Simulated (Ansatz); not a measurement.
**Cost against result**

Saddle point of SiH₂SOF₂, singlet (SiH₂SOF₂ ([OH][Si]([F])([F])[SH]) → SiSF₂ ([F][Si]([F])[S]) + H₂O (still joined by a long Si–O bond); bonds formed: O2–H4; bonds broken: S3–H4; bonds weakened to dative contacts: Si1–O2), PBE0-D4/def2-TZVP structure:

```xyz
7
angstrom
Si -0.5374 -0.4337 -0.0898
O 0.7023 0.6329 0.6068
S 0.7863 -1.2480 -1.3483
H 1.2947 0.0929 -0.2449
F -1.6690 0.5722 -0.5495
F -1.1756 -1.2046 1.1255
H 0.5986 1.5883 0.5002
```

Barriers are electronic and count from the start structure reached by relaxing down the imaginary mode.

Computed with Ansatz 0.2.0 (basis: as named in each row); correlated methods freeze the cores. B3LYP uses VWN-RPA correlation. Extrapolation: Hartree–Fock as exp(−7.88 √X), correlation as X^−2.97.

Times are rough, for one single point on 4 threads of a shared host (Arm Neoverse V2).

The estimate by CCSD(T) at an estimated basis limit (MP2 extrapolated from triple and quadruple zeta, plus CCSD(T) − MP2 in triple zeta) is 40.34 kcal/mol.

```
      method       basis  time (s)  barrier (kcal/mol)  method less estimate
          HF      STO-3G   under 1               63.62                 23.27
      PBE-D4      STO-3G   under 1               25.97                -14.37
       SPW92    def2-SVP   under 1               25.39                -14.95
      PBE-D4    def2-SVP   under 1               29.96                -10.38
    B3LYP-D4       6-31G   under 1               32.46                 -7.88
     PBE0-D4    def2-SVP   under 1               34.20                 -6.15
       SPW92  def2-TZVPP   under 1               29.10                -11.24
     BLYP-D4  def2-TZVPP         2               37.31                 -3.04
      PBE-D4  def2-TZVPP         2               33.31                 -7.04
    B3LYP-D4  def2-TZVPP         2               39.85                 -0.49
    BHLYP-D4  def2-TZVPP         2               44.20                  3.85
     PBE0-D4  def2-TZVPP         2               36.95                 -3.40
CAM-B3LYP-D4  def2-TZVPP         2               40.99                  0.64
     CCSD(T)    def2-SVP         2               40.83                  0.49
   r2SCAN-D4  def2-TZVPP         3               36.45                 -3.89
     wB97M-V    def2-SVP         4               36.06                 -4.29
  RPA on PBE  def2-TZVPP         4               41.04                  0.70
  r2SCAN0-D4  def2-TZVPP         4               38.74                 -1.60
      B2PLYP  def2-TZVPP         4               39.94                 -0.40
    PBE-QIDH  def2-TZVPP         4               39.18                 -1.17
     wB97X-V  def2-TZVPP         6               40.65                  0.30
      B97M-V  def2-TZVPP         6               38.82                 -1.53
     wB97M-V  def2-TZVPP         6               39.21                 -1.14
         MP2  def2-QZVPP        12               38.52                 -1.82
     CCSD(T)  def2-TZVPP        71               40.92                  0.58
```

All methods are single points on the PBE0-D4 structures.

The T1 diagnostic stays at or below 0.013.

Labels in which every atom is bracketed show which atoms are joined, not bond orders.
